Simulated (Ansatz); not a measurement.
Abridged output of a molecular run in Ansatz:

```
Functional definition: HF
1905 factors; integrals over basis functions are off by at most 9.7e-4 eV
mean field evaluation 1: about -64886.5185 eV, gradient 5.3e1 eV
mean field evaluation 2: about -64886.7525 eV, gradient 5.3e1 eV
mean field evaluation 4: about -64892.0483 eV, gradient 4.9e0 eV
mean field evaluation 8: about -64892.1218 eV, gradient 3.4e-1 eV
mean field evaluation 16: about -64892.1226 eV, gradient 1.1e-6 eV
mean field -64892.12262482 eV, -2384.7415210018 hartree, gradient 1.1e-6 eV, S^2 0.000000; 0 other end points of the search recorded, 0 dependent functions left out
14 core orbitals not correlated: weight in the atoms' cores, before any rotation towards them, 1.000 or more for the frozen orbitals, at most 0.000 for the correlated occupied ones
reference -64892.12262482 eV, -2384.7415210018 hartree; 24, 24 occupied and 277, 277 virtual orbitals, 1905 factors
second order -35.59584327 eV of doubles, -0.00000000 eV of singles
cycle   1  -35.42443626 eV  change    1.7e-1 eV  update   1.2e-1
cycle   2  -36.25441169 eV  change   -8.3e-1 eV  update   3.6e-2
cycle   3  -36.43024593 eV  change   -1.8e-1 eV  update   1.7e-2
cycle   4  -36.41476904 eV  change    1.5e-2 eV  update   3.7e-3
cycle   5  -36.41302615 eV  change    1.7e-3 eV  update   1.6e-3
cycle   6  -36.41414436 eV  change   -1.1e-3 eV  update   4.8e-4
cycle   7  -36.41390568 eV  change    2.4e-4 eV  update   1.8e-4
cycle   8  -36.41381240 eV  change    9.3e-5 eV  update   6.0e-5
cycle   9  -36.41382838 eV  change   -1.6e-5 eV  update   2.3e-5
perturbative correction -1.31643505 eV, -0.0483780959 hartree
Total energy: -64929.85288825 eV, -2386.1280826083 hartree
```

Its atoms:

Z-matrix (Å, degrees):
```
C
O 1 1.410
H 1 1.098 2 112.0
H 1 1.092 2 107.8 3 -118.6
H 1 1.095 2 112.0 3 122.1
Ge 2 1.761 1 120.1 3 -65.7
N 6 1.806 2 103.6 1 -168.2
C 6 1.927 2 115.6 1 65.8
F 6 1.753 2 104.9 1 -50.0
H 7 1.009 6 116.0 2 172.7
H 7 1.010 6 114.2 2 43.4
H 8 1.090 6 109.9 2 59.1
H 8 1.090 6 109.8 2 -61.5
H 8 1.091 6 109.9 2 179.2
```

Q: Which basis set was used?
A. def2-TZVPPD
B. def2-SVPD
C. def2-TZVPP
D. cc-pV(Q+d)Z

A: C. It gives 315 functions.

Q: Write the keys of the input that set method, charge and spin (a neutral closed shell needs none for the last two).

A: 
```yaml
correlation: {method: ccsd_t}
```
